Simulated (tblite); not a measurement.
Isomers of C7H13 (doublet state). Computed values, GFN2-xTB/tblite, gas phase, harmonic and unscaled. Against measured fundamentals such values can be off by several per cent, at times by over 20. One conformer each. Open shells enter through the occupations alone, without spin polarisation, and single modes of such species can be off by tens of per cent.

Electronic energies: GFN2-xTB at the same geometries; isomer energies are rough at this level and their order can be wrong.

```csv
SMILES,"electronic energy, lowest = 0 (kcal/mol)"
[CH2]CC/C(C)=C\C,31.5
CCC[C]1C[C@H]1C,31.1
C[CH]C1(CC)CC1,20.9
[CH2]C1(C)CCCC1,6.7
C[C@@H]1[CH]CCCC1,0.0
CC1(C)[CH]CCC1,0.2
```

Problem. How do GFN2-xTB zero-point energies change the relative energies?

Solution. 
```json
{"SMILES": "C[C@@H]1[CH]CCCC1", "ZPE (kcal/mol)": "113.6", "of it from modes above 1550 cm⁻¹": "55.4", "electronic (kcal/mol)": "0.0", "with ZPE, lowest = 0 (kcal/mol)": "0.8", "lowest mode (cm⁻¹)": "123", "rings": "1"}
{"SMILES": "CC1(C)[CH]CCC1", "ZPE (kcal/mol)": "112.6", "of it from modes above 1550 cm⁻¹": "55.8", "electronic (kcal/mol)": "0.2", "with ZPE, lowest = 0 (kcal/mol)": "0.0", "lowest mode (cm⁻¹)": "104", "rings": "1"}
{"SMILES": "[CH2]C1(C)CCCC1", "ZPE (kcal/mol)": "112.5", "of it from modes above 1550 cm⁻¹": "56.2", "electronic (kcal/mol)": "6.7", "with ZPE, lowest = 0 (kcal/mol)": "6.4", "lowest mode (cm⁻¹)": "36", "rings": "1"}
{"SMILES": "C[CH]C1(CC)CC1", "ZPE (kcal/mol)": "111.3", "of it from modes above 1550 cm⁻¹": "56.3", "electronic (kcal/mol)": "20.9", "with ZPE, lowest = 0 (kcal/mol)": "19.4", "lowest mode (cm⁻¹)": "66", "rings": "1"}
{"SMILES": "CCC[C]1C[C@H]1C", "ZPE (kcal/mol)": "111.7", "of it from modes above 1550 cm⁻¹": "55.5", "electronic (kcal/mol)": "31.1", "with ZPE, lowest = 0 (kcal/mol)": "30.0", "lowest mode (cm⁻¹)": "48", "rings": "1"}
{"SMILES": "[CH2]CC/C(C)=C\\C", "ZPE (kcal/mol)": "110.1", "of it from modes above 1550 cm⁻¹": "58.7", "electronic (kcal/mol)": "31.5", "with ZPE, lowest = 0 (kcal/mol)": "28.8", "lowest mode (cm⁻¹)": "61", "rings": "0"}
```

The zero-point energies span 3.5 kcal/mol, from `[CH2]CC/C(C)=C\C` to `C[C@@H]1[CH]CCCC1`. With it `CC1(C)[CH]CCC1` becomes the lowest.

Problem. What do entropy and thermal enthalpy add at 298.15 K and 1 bar (rigid rotor, harmonic oscillator, one conformer each)?

Solution. 
| SMILES | point group | symmetry number | S (cal/(mol K)) | H − H(0) (kcal/mol) | ZPE + H − H(0) − TS (kcal/mol) |
| --- | --- | --- | --- | --- | --- |
| C[C@@H]1[CH]CCCC1 | C1 | 1 | 84.6 | 5.34 | 93.7 |
| CC1(C)[CH]CCC1 | C1 | 1 | 86.6 | 5.65 | 92.5 |
| [CH2]C1(C)CCCC1 | C1 | 1 | 89.2 | 5.72 | 91.7 |
| C[CH]C1(CC)CC1 | C1 | 1 | 92.2 | 6.22 | 90.0 |
| CCC[C]1C[C@H]1C | C1 | 1 | 94.4 | 6.26 | 89.8 |
| [CH2]CC/C(C)=C\C | C1 | 1 | 97.8 | 6.85 | 87.8 |

S holds R ln(2S + 1) for the spin.
